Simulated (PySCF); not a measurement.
## Potential energy of IO along the bond

Set-up: I cc-pVTZ-PP with ECP28, O cc-pVTZ; scalar-relativistic core potentials (PySCF 2.14). Energies in eV from I + O in their ground configurations at the same level. State: ²Π (doublet), unpaired electrons π ↑.

All columns are PBE0. A positive dipole means I(−)O(+).

```
R (Å)  E (eV)  μ (D)  Mulliken charge on I (basis-dependent)  HOMO (eV)  LUMO (eV)  Mayer bond order  ⟨S²⟩
1.627  -1.043  -2.12                                    0.41      -6.45      -3.90              1.79  0.76
1.703  -1.837  -2.24                                    0.41      -6.67      -4.03              1.73  0.76
1.778  -2.251  -2.28                                    0.40      -6.89      -4.14              1.66  0.76
1.835  -2.387  -2.28                                    0.38      -7.05      -4.20              1.60  0.76
1.892  -2.417  -2.25                                    0.37      -7.20      -4.24              1.53  0.76
1.949  -2.371  -2.21                                    0.35      -7.34      -4.27              1.47  0.76
2.024  -2.228  -2.13                                    0.32      -7.52      -4.27              1.38  0.76
2.119  -1.967  -2.04                                    0.29      -7.71      -4.24              1.27  0.77
2.233  -1.597  -1.93                                    0.25      -7.89      -4.33              1.15  0.79
2.384  -1.110  -1.72                                    0.20      -8.08      -4.97              0.93  0.94
```

A fit through these points gives, at Re = 1.883 Å, μ = -2.26 D and dμ/dR = 0.615 D/Å; the reduced mass is 14.2 u.

**Question.** How strong is the fundamental in the double-harmonic approximation, I = 42.26·(dμ/dR)²/μred km/mol?

**Answer.** I = 42.26·(0.615)²/14.2 = 1.13 km/mol at PBE0.

⟨S²⟩ of the unrestricted solution departs from its pure value on part of the curve, where spin states mix. These are scalar-relativistic numbers at best; spin–orbit coupling would shift them, the dissociation energy most. The state is the lowest determinant that a PBE0 search found; another state may lie lower at other levels.
